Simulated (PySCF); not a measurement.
Isomers of C6H16BNO, one conformer each; single-point electronic energies without zero-point terms and without any empirical dispersion term.

Level: PBE0/pcSseg-1 in PySCF, non-relativistic, each on one gas-phase PBE0-D3(BJ)/def2-SVP geometry that isn't relaxed in the solvent. The solvent is an IEF-PCM continuum (Bondi radii, 1.10 Å for H, scaled by 1.2). Only the electrostatic response of the medium enters.

```json
{"isomer": "`C1[C@H]([BH2-][NH3+])CC[C@H]1OC`", "relative energy, gas (kcal/mol)": "0.0", "dipole (D)": "4.26"}
{"isomer": "`CO[C@@H]1CC[C@H]([BH2-][NH3+])C1`", "relative energy, gas (kcal/mol)": "0.6", "dipole (D)": "5.47"}
{"isomer": "`COC[N@@+]1(C)[BH2-]CCC1`", "relative energy, gas (kcal/mol)": "9.5", "dipole (D)": "4.44"}
{"isomer": "`COC[NH2+][BH2-]C1CCC1`", "relative energy, gas (kcal/mol)": "22.9", "dipole (D)": "5.26"}
```

**Question.** How do the relative energies look in cyclohexane (ε = 2.017)?

**Answer.** 
| isomer | relative energy, solvent (kcal/mol) | E(solvent) − E(gas) (kcal/mol) | dipole in solvent (D) |
| --- | --- | --- | --- |
| `C1[C@H]([BH2-][NH3+])CC[C@H]1OC` | 0.0 | -5.5 | 4.67 |
| `CO[C@@H]1CC[C@H]([BH2-][NH3+])C1` | 0.5 | -5.6 | 6.00 |
| `COC[N@@+]1(C)[BH2-]CCC1` | 12.3 | -2.7 | 4.87 |
| `COC[NH2+][BH2-]C1CCC1` | 24.5 | -3.9 | 5.66 |

The order is unchanged. Conformers: `[CH3:1][O:2][C@@H:3]1[CH2:4][CH2:5][C@@H:6]([BH2-:7][NH3+:8])[CH2:9]1` with C1–O2–C3–C4 -76°, C5–C6–B7–N8 -179°, O2–C3–C4–C5 -107°, C3–C4–C5–C6 18°, C4–C5–C6–B7 -163°, C5–C6–C9–C3 44°; `[CH3:1][O:2][C@@H:3]1[CH2:4][CH2:5][C@H:6]([BH2-:7][NH3+:8])[CH2:9]1` with C1–O2–C3–C4 -173°, C5–C6–B7–N8 60°, O2–C3–C4–C5 -116°, C3–C4–C5–C6 -30°, C4–C5–C6–B7 164°, C5–C6–C9–C3 -37°; `[CH3:1][O:2][CH2:3][N@@+:4]1([CH3:5])[BH2-:6][CH2:7][CH2:8][CH2:9]1` with C1–O2–C3–N4 -179°, O2–C3–N4–C5 66°, C3–N4–B6–C7 91°, N4–B6–C7–C8 4°, B6–C7–C8–C9 21°, C7–C8–C9–N4 -40°; `[CH3:1][O:2][CH2:3][NH2+:4][BH2-:5][CH:6]1[CH2:7][CH2:8][CH2:9]1` with C1–O2–C3–N4 178°, O2–C3–N4–B5 -179°, C3–N4–B5–C6 176°, N4–B5–C6–C7 -168°, B5–C6–C7–C8 99°, C6–C7–C8–C9 18°, C7–C8–C9–C6 -18°, B5–C6–C9–C8 -96°. The gains span 2.9 kcal/mol, the gas-phase energies 22.9 kcal/mol.
